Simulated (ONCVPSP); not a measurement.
**germanium (Ge), ONCV: configuration errors across variants**

- Element: germanium (Ge)
- Generator: ONCVPSP 4.0.1
- Type: optimised norm-conserving Vanderbilt (ONCV)
- Functional: LDA (Perdew-Wang 92)
- Relativity: scalar-relativistic
- Frozen core: [Ar]
- Valence charge: 14
- Reference configuration: 3d10 4s2 4p1 (charge +1)
- Partial waves: 4s: rc 1.60 bohr, ncon 4, nbas 9, qcut 4 1/bohr, 1 projector; 4p: rc 1.85 bohr, ncon 4, nbas 9, qcut 5 1/bohr, 2 projectors, debl 2.1 Ha; 3d: rc 0.80 bohr, ncon 4, nbas 9, qcut 21.4 1/bohr, 3 projectors, debl 2.8 Ha; f scattering state at 0.04 Ha: rc 1.60 bohr, ncon 4, nbas 6, qcut 7.3 1/bohr, 1 projector
- Local potential: polynomial inside 0.50 bohr (lpopt 5, dvloc0 0 Ha)
- Core correction: Teter function, fcfact 2.25, rcfact 1.75

All-electron excitation energies from the reference (eV): (1) 3d10 4s2 4p2 -7.630; (2) 3d10 4s2 4p0 15.710; (3) 3d10 4s1 4p0 50.925; (4) 3d10 4s0 4p4 8.734.

A true bound ghost makes a file unfit for plane-wave use even where its test errors are small: the radial tests pick states by their node count and pass the ghost by.

Errors AE − PS in meV (a dash: test not solved or not reliable):

```tsv
change	(1)	(2)	(3)	(4)	bound ghosts	GHOST(+) flags above zero
base	+1.4	-1.1	-18	-12	s, p	s, f
core correction Teter function, fcfact 2.25, rcfact 1	+1.9	+1.3	+21	-3.3	s, p	s, f
core correction Teter function, fcfact 2.25, rcfact 1.14	+1.9	+1.3	+20	-3.4	s, p	s, f
core correction Teter function, fcfact 2.25, rcfact 1.28	+1.9	+1.2	+20	-3.8	s, p	s, f
core correction Teter function, fcfact 2.25, rcfact 1.38	+1.8	+1.1	+18	-4.4	s, p	s, f
core correction Teter function, fcfact 2.25, rcfact 1.56	+1.8	+0.7	+8.9	-6.9	s, p	s, f
core correction Teter function, fcfact 2.25, rcfact 1.7	+1.6	-0.5	-8.5	-10	s, p	s, f
core correction Teter function, fcfact 2.25, rcfact 2.02	-0.5	-9.4	-110	-21	s, p	s, f
```

**Question.** Give the same row for: core correction Teter function, fcfact 2.25, rcfact 1.88.

**Answer.** +0.8, -4.0, -53, -16; bound ghosts: s, p; GHOST(+) flags above zero: s, f.
